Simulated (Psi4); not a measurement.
C2H6Sb (SMILES [CH3][Sb][CH3]), doublet, geometry from GFN2-xTB (the spin is typed, not shown lowest) (all electrons, no relativity), with bond 9-6 at 2.0 times its length. Base run: B3LYP/3-21G (Psi4).

Psi4 was given this input:
```
memory 2 GB

molecule {
0 2
Sb    0.27142244   -0.02924782    0.31902923
C     0.47776629    0.26539580   -1.83488527
H     1.52467652    0.35027894   -2.09945736
H    -0.03861369    1.17178323   -2.13032096
H     0.04476422   -0.57752684   -2.36162937
C    -1.90478649   -0.11162358    0.15756945
H    -2.19177955   -0.93144149   -0.49127743
H    -2.27515745    0.81786858   -0.25996902
H    -2.78384013   -0.41229016    2.11454737
}

set {
  basis 3-21g
  reference uks
  scf_type pk
}

energy('b3lyp')
print_variables()
```

Each row names what was changed in the base input (with any setting that the change needs).

```json
[
 {"change": "base", "ΔE vs base (mEh)": "0.000", "SCF cycles": "12", "grid points": "194318", "basis functions": "63", "outcome": "converged"},
 {"change": "diis_max_vecs = 3", "ΔE vs base (mEh)": "-", "SCF cycles": "-", "grid points": "-", "basis functions": "63", "outcome": "not converged"},
 {"change": "guess = modhuckel", "ΔE vs base (mEh)": "-2.573", "SCF cycles": "15", "grid points": "194318", "basis functions": "63", "outcome": "another SCF solution"},
 {"change": "diis_max_vecs = 15", "ΔE vs base (mEh)": "0.000", "SCF cycles": "12", "grid points": "194318", "basis functions": "63", "outcome": "converged"},
 {"change": "guess = sap", "ΔE vs base (mEh)": "-2.573", "SCF cycles": "13", "grid points": "194318", "basis functions": "63", "outcome": "another SCF solution"},
 {"change": "scf_initial_accelerator = none", "ΔE vs base (mEh)": "0.000", "SCF cycles": "12", "grid points": "194318", "basis functions": "63", "outcome": "converged"},
 {"change": "dft_spherical_points = 974", "ΔE vs base (mEh)": "-0.007", "SCF cycles": "12", "grid points": "624637", "basis functions": "63", "outcome": "converged"},
 {"change": "guess = sapgau", "ΔE vs base (mEh)": "0.000", "SCF cycles": "13", "grid points": "194318", "basis functions": "63", "outcome": "converged"},
 {"change": "damping_percentage = 50", "ΔE vs base (mEh)": "-", "SCF cycles": "-", "grid points": "-", "basis functions": "63", "outcome": "not converged"},
 {"change": "dft_radial_points = 35", "ΔE vs base (mEh)": "-260.9", "SCF cycles": "12", "grid points": "92293", "basis functions": "63", "outcome": "converged"},
 {"change": "puream = false", "ΔE vs base (mEh)": "0.000", "SCF cycles": "12", "grid points": "194318", "basis functions": "63", "outcome": "converged"},
 {"change": "guess = sadno", "ΔE vs base (mEh)": "0.000", "SCF cycles": "15", "grid points": "194318", "basis functions": "63", "outcome": "converged"}
]
```

A guess, shift, damping, solver or small numerical setting can't move a converged solution much, so rows marked as another SCF solution ended in a different state.

Open shells are given as the SCF converged; they aren't shown to be the lowest states, and a large step between rows can be another state.
